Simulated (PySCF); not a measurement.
Cost of one run: core-ionisation job, `C[SiH2]N(C)C`.

Method: delta-SCF UKS SCAN, pcX-2 on the ionised atom, pcseg-1 elsewhere, spin-free X2C (PySCF 2.14.0). Geometry: PBE0-D3(BJ)/def2-SVP. Work: ΔSCF core ionisation, 5 holes, density fitting. The command runs a driver script over a list of jobs; the input below is this job's line of settings and its coordinates in Å.

Command:
```bash
OMP_NUM_THREADS=1 python probes_run.py task.json out
```

Input:
```
{"job": {"kind": "xps"}, "charge": 0, "multiplicity": 1}
C      2.321338     0.112996    -0.104974
Si     0.787469    -0.355880     0.866911
N     -0.645475    -0.133615    -0.095842
C     -0.857659     1.060284    -0.871966
C     -1.853396    -0.863539     0.191545
H      3.218509    -0.162464     0.471830
H      2.376054     1.194980    -0.299786
H      2.353276    -0.417306    -1.068809
H      0.812480    -1.803749     1.243916
H      0.798955     0.431043     2.152161
H     -1.377437     0.825302    -1.819950
H      0.099164     1.534476    -1.137211
H     -1.471930     1.820586    -0.345362
H     -2.569948    -0.293959     0.819575
H     -2.382838    -1.129030    -0.743041
H     -1.623783    -1.802246     0.718183
```

Hardware: one thread, Arm Neoverse V1 (aarch64), no GPU, shared host. PySCF's memory limit was set to 2000 MB.

Task: How large is the largest of the mixed bases?

Result: 171 functions.

Task: Estimate the wall time.

Result: About 37 s. The run took 73 SCF cycles in all, 7.4 s a hole on average.

Task: How much memory does it need at the peak?

Result: About 0.58 GiB. Peak memory is the resident size of the whole Python process, interpreter and libraries included.

Other jobs ran on the host; a repeat could differ by tens of per cent or more.

The run converged: C1s of C1 290.10 eV; Si1s of Si2 1846.30 eV; Si2p of Si2 106.64 eV (mean of the 2p shell); N1s of N3 404.12 eV; C1s of C4 291.42 eV; one atom stands for each set of equivalent ones.
